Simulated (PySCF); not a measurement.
# Which basis set comes closest?

Molecule: SMILES C1(=O)CCC(=O)N1, C4H5NO2.

Geometry:
| atom | x (Å) | y (Å) | z (Å) |
| --- | --- | --- | --- |
| O1 | -2.030 | 1.191 | -1.102 |
| C2 | -1.045 | 0.745 | -0.578 |
| C3 | -0.651 | -0.714 | -0.417 |
| C4 | 0.684 | -0.699 | 0.322 |
| C5 | 1.006 | 0.769 | 0.550 |
| O6 | 1.969 | 1.237 | 1.094 |
| N7 | -0.037 | 1.498 | 0.003 |
| H8 | -1.456 | -1.231 | 0.126 |
| H9 | -0.604 | -1.172 | -1.416 |
| H10 | 1.512 | -1.151 | -0.243 |
| H11 | 0.660 | -1.204 | 1.299 |
| H12 | -0.062 | 2.512 | 0.026 |

Geometry PBE0-D3(BJ)/def2-SVP throughout; GIAO in PySCF, gas phase, one conformer, non-relativistic; equivalent atoms averaged; functional PBE0.

Reference values (measured; water; Olsson, Cremer, J. Phys. Chem. 1996, 100, 16881): δ(N7) = 182.9 ppm vs NH3 (gas). Computed shifts are taken against NH3, calculated as an isolated molecule at each level.

**Question.** How do the basis sets STO-3G, pcSseg-0, 6-31G, 6-31G*, cc-pVDZ, def2-SVP, pcSseg-1, aug-cc-pVDZ, 6-311+G(2d,p), def2-TZVP, cc-pVTZ, IGLO-III, pcSseg-2 perform against the reference? Times are CPU seconds on shared hosts with different chips, so compare them loosely.

**Answer.** 
```
    basis set  functions     N7  abs. error N  core-s
       STO-3G         40  103.2          79.7     3.3
     pcSseg-0         73  191.6           8.7     5.1
        6-31G         73  170.9          12.0     6.7
       6-31G*        108  167.9          15.0     9.9
      cc-pVDZ        123  185.0           2.1      11
     def2-SVP        123  182.7           0.2      10
     pcSseg-1        144  199.3          16.4      11
  aug-cc-pVDZ        206  183.6           0.7      23
6-311+G(2d,p)        219  194.5          11.6      25
    def2-TZVP        247  197.9          15.0      29
      cc-pVTZ        280  196.1          13.2      36
     IGLO-III        295  199.2          16.3      38
     pcSseg-2        322  199.7          16.8      47
```

For $^{15}$N the closest is def2-SVP (0.2 ppm) and the furthest STO-3G (79.7 ppm). Where a smaller basis beats a larger one, errors probably cancel; the largest sets show where the functional converges. One molecule is a small sample, and vibrational and solvent effects are absent from the calculation.

A small basis that lands close on one nucleus may do so by chance; judge by the trend and by all nuclei.
